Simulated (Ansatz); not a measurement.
Several settings on one geometry of Cd7Te7 (that of the charge 0 singlet, PBE-D4/def2-SVP). Ansatz on 2 threads of AMD EPYC 7R13 on a shared host and a share (18 GiB) of an NVIDIA H100 80GB HBM3; times are rough.

```xyz
14

Te    1.4206   -3.7041    0.4630
Te   -2.4283    2.7580   -2.7643
Te    0.2803   -1.2252   -3.0753
Te   -2.8646   -0.9830    0.9044
Te    0.4203   -0.5615    4.2806
Te    1.1130    2.1823    0.4055
Te    3.5174    0.2952    0.4756
Cd   -3.1164    0.7746   -1.1061
Cd   -0.7011   -2.1433   -0.5037
Cd    1.9367   -1.4837    2.2045
Cd   -0.0456    1.3153   -2.0480
Cd   -1.2924    3.8403   -0.0469
Cd    2.3849   -1.5895   -1.2185
Cd   -0.6248    0.5244    2.0293
```

Totals from different functionals, basis sets or treatments of relativity can't be compared as stabilities.

In the def2 sets Cd, Te take a core potential; there is no spin–orbit coupling. LC-ωPBE has ω = 0.4 bohr⁻¹.

The spins typed aren't always the lowest for that charge.

**Question.** Give the basis size and estimate the energy, ⟨S²⟩ and time of these runs.

```
run                     method  charge    state                                                                                                                                                                     further keys
  1     UKS ωB97X-V/def2-mTZVP       1  doublet                                                                                                      fitting: {mean_field: def2-universal-jkfit}; scf: {lower_state_search: off}
  2  RKS rPW86-PBE-D4/def2-SVP       0  singlet  fitting: {mean_field: def2-universal-jkfit}; point_charges: [{charge: -1.00, position_ang: [7.619, -0.380, -0.496]}]; scf: {omitted_lower_state_checks: [starts]}; forces asked
  3      UKS LC-ωPBE/def2-SVPD       0  triplet                                                                                                     fitting: {mean_field: def2-universal-jkfit}; scf: {lower_state_search: full}
  4      RKS ωB97X-V/def2-TZVP       0  singlet                                                                                         fitting: {mean_field: def2-universal-jkfit}; scf: {omitted_lower_state_checks: [starts]}
```

**Answer.** 
```json
{"run": "1", "functions": "483", "energy (Eh)": "-3050.5770", "⟨S²⟩": "0.84", "wall time": "16 s"}
{"run": "2", "functions": "399", "energy (Eh)": "-3053.8925", "⟨S²⟩": "–", "wall time": "9.5 s"}
{"run": "3", "functions": "483", "energy (Eh)": "-3051.0955", "⟨S²⟩": "2.02", "wall time": "66 s"}
{"run": "4", "functions": "630", "energy (Eh)": "-3050.8361", "⟨S²⟩": "–", "wall time": "10 s"}
```

The restricted singlet is unstable towards broken spin symmetry in Hartree–Fock (as tested in another run); at RKS rPW86-PBE-D4/def2-SVP, RKS ωB97X-V/def2-TZVP this wasn't settled.
